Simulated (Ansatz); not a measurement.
Abridged output of a molecular run in Ansatz:

```
Functional definition: HF
1647 factors; integrals over basis functions are off by at most 1.0e-3 eV
mean field evaluation 1: about -5940.3572 eV, gradient 3.8e1 eV
mean field evaluation 2: about -5940.6050 eV, gradient 3.8e1 eV
mean field evaluation 4: about -5944.3501 eV, gradient 5.1e0 eV
mean field evaluation 8: about -5944.4205 eV, gradient 2.5e-1 eV
mean field -5944.42079865 eV, -218.4534350771 hartree, gradient 5.3e-6 eV, S^2 0.000000; 0 other end points of the search recorded, 0 dependent functions left out
5 core orbitals not correlated: weight in the atoms' cores, before any rotation towards them, 1.000 or more for the frozen orbitals, at most 0.000 for the correlated occupied ones
reference -5944.42079865 eV, -218.4534350771 hartree; 15, 15 occupied and 261, 261 virtual orbitals, 1647 factors
second order -23.49704770 eV of doubles, -0.00000000 eV of singles
cycle   1  -24.23444682 eV  change   -7.4e-1 eV  update   9.7e-2
cycle   2  -24.80235321 eV  change   -5.7e-1 eV  update   2.7e-2
cycle   3  -24.91071890 eV  change   -1.1e-1 eV  update   1.3e-2
cycle   4  -24.90454249 eV  change    6.2e-3 eV  update   3.0e-3
cycle   5  -24.90348924 eV  change    1.1e-3 eV  update   1.3e-3
cycle   6  -24.90371176 eV  change   -2.2e-4 eV  update   4.1e-4
cycle   7  -24.90347275 eV  change    2.4e-4 eV  update   1.9e-4
cycle   8  -24.90341208 eV  change    6.1e-5 eV  update   6.5e-5
cycle   9  -24.90342821 eV  change   -1.6e-5 eV  update   3.3e-5
perturbative correction -0.92339584 eV, -0.0339341714 hartree
Total energy: -5970.24762270 eV, -219.4025533549 hartree
```

Its atoms:

```xyz
14

C     0.803    1.998   -0.578
B     0.185    0.754   -1.265
C    -0.278   -0.518   -0.493
O    -0.054   -0.468    0.893
C    -0.474   -1.628    1.551
H    -0.039    2.691   -0.420
H     1.516    2.541   -1.201
H     1.226    1.796    0.407
H    -0.009    0.737   -2.452
H    -1.349   -0.691   -0.714
H     0.230   -1.393   -0.945
H    -0.263   -1.504    2.614
H     0.059   -2.517    1.183
H    -1.553   -1.799    1.420
```

Task: Which basis set was used?
A. cc-pV(D+d)Z
B. def2-TZVPP
C. def2-SVPD
D. def2-SVP

Result: B. It gives 281 functions.

Task: Write the keys of the input that set method, charge and spin (a neutral closed shell needs none for the last two).

Result: 
```yaml
correlation: {method: ccsd_t}
```
